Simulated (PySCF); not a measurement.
Isomers of C5H11B, from PBE0-D3(BJ)/def2-SVP geometry optimisation, gas phase in PySCF. One conformer each, no zero-point energy, no frequencies.

Question: Which is lowest in electronic energy at this level?
A. `[BH2:1][C@@H:2]1[CH2:3][CH2:4][C@@H:5]1[CH3:6]` with H–B1–C2–C3 -37° and 148°, B1–C2–C3–C4 -147°, C2–C3–C4–C5 14°, C3–C4–C5–C6 102°, B1–C2–C5–C4 146°: A = 4398, B = 3757, C = 2413 MHz, dipole 0.79 D
B. `[BH2:1][CH2:2][C@H:3]([CH3:4])[CH:5]=[CH2:6]` with H–B1–C2–C3 -14° and 169°, B1–C2–C3–C4 -68°, C2–C3–C5–C6 -119°: A = 5895, B = 2145, C = 1768 MHz, dipole 0.44 D
C. `[BH2:1]/[CH:2]=[C:3](\[CH3:4])[CH2:5][CH3:6]` with C2–C3–C5–C6 104°: A = 6074, B = 2164, C = 1807 MHz, dipole 2.51 D
D. `[BH2:1][C@@H:2]1[CH2:3][CH2:4][C@H:5]1[CH3:6]` with H–B1–C2–C3 -32° and 151°, B1–C2–C3–C4 -148°, C2–C3–C4–C5 17°, C3–C4–C5–C6 -140°, B1–C2–C5–C4 149°: A = 4547, B = 3476, C = 2183 MHz, dipole 0.75 D
E. `[BH2:1][CH:2]1[CH2:3][CH2:4][CH2:5][CH2:6]1` with H–B1–C2–C3 -27° and 159°, B1–C2–C3–C4 -174°, C2–C3–C4–C5 17°, C3–C4–C5–C6 7°, C4–C5–C6–C2 -29°: A = 6332, B = 3029, C = 2236 MHz, dipole 0.74 D

Answer: E. That is `C1CCCC1B`, 7.9 kcal/mol below the next.

```csv
SMILES,mapped SMILES,E (Eh),relative (kcal/mol),relative (kJ/mol),dipole (D)
BC1CCCC1,[BH2:1][CH:2]1[CH2:3][CH2:4][CH2:5][CH2:6]1,-221.55160,0.0,0.0,0.74
B/C=C(\C)CC,[BH2:1]/[CH:2]=[C:3](\[CH3:4])[CH2:5][CH3:6],-221.53894,7.9,33.2,2.51
B[C@@H]1CC[C@H]1C,[BH2:1][C@@H:2]1[CH2:3][CH2:4][C@H:5]1[CH3:6],-221.52564,16.3,68.2,0.75
B[C@@H]1CC[C@@H]1C,[BH2:1][C@@H:2]1[CH2:3][CH2:4][C@@H:5]1[CH3:6],-221.52396,17.3,72.6,0.79
BC[C@H](C)C=C,[BH2:1][CH2:2][C@H:3]([CH3:4])[CH:5]=[CH2:6],-221.52203,18.6,77.6,0.44
```

As drawn, the highest has a C=C bond outside aromatic rings, which the lowest lacks.
